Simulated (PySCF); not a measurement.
Au: excitation energy

Au [Xe] 4f14 5d10 6s1 (2S) → Au [Xe] 4f14 5d9 6s2 (2D), as a difference of total energies. Computed with PySCF 2.14 in def2-TZVPPD with the def2 core potential (60 electrons), with a scalar-relativistic core potential. Correlated levels: valence: 5s2 5p6 frozen; valence and next inner shell: nothing frozen outside the core potential. The calculations carry no spin-orbit coupling.

| method | excitation energy (eV) |
| --- | --- |
| UHF | 1.768 |
| LDA | 1.744 |
| PBE | 1.773 |
| PBE0 | 1.853 |
| r2SCAN | 1.707 |
| MN15 | 1.575 |
| TPSS | 1.725 |
| wB97X-V | 1.884 |
| r2SCANh | 1.732 |
| MP2 (valence) | 1.995 |
| SCS-MP2 (valence) | 1.863 |
| MP2 (valence and next inner shell) | 1.768 |
| SCS-MP2 (valence and next inner shell) | 1.638 |

Errors of the correlated levels include the incompleteness of this basis and the frozen core.

For comparison: 1.745 eV (measured; NIST levels, between the centres of gravity of the two terms).
